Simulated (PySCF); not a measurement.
C3H5FOSi, SMILES C1O[Si@@H](F)C=C1. Geometry: PBE-D3(BJ)/def2-SVP. The structure was generated by enumeration; whether it is a known compound was not checked. Other conformers were not sampled.

**Question.** Give the equilibrium geometry at PBE-D3(BJ)/def2-SVP (PySCF confirms it by a frequency run) as Cartesian coordinates in Å. (An estimate is asked for; the answer gives what the named calculation found.)

**Answer.** Several could match; the one computed here: 
```xyz
11

F      1.7578     0.0812    -1.1793
Si     0.8894     0.0072     0.2094
C     -0.3825     1.3541     0.3551
C     -1.5850     0.7385     0.2553
C     -1.5693    -0.7639     0.1176
O     -0.2364    -1.2482     0.1518
H      1.9077    -0.2221     1.2761
H     -0.2836     2.4448     0.4529
H     -2.5578     1.2626     0.2625
H     -2.0696    -1.0698    -0.8328
H     -2.1563    -1.2345     0.9415
```
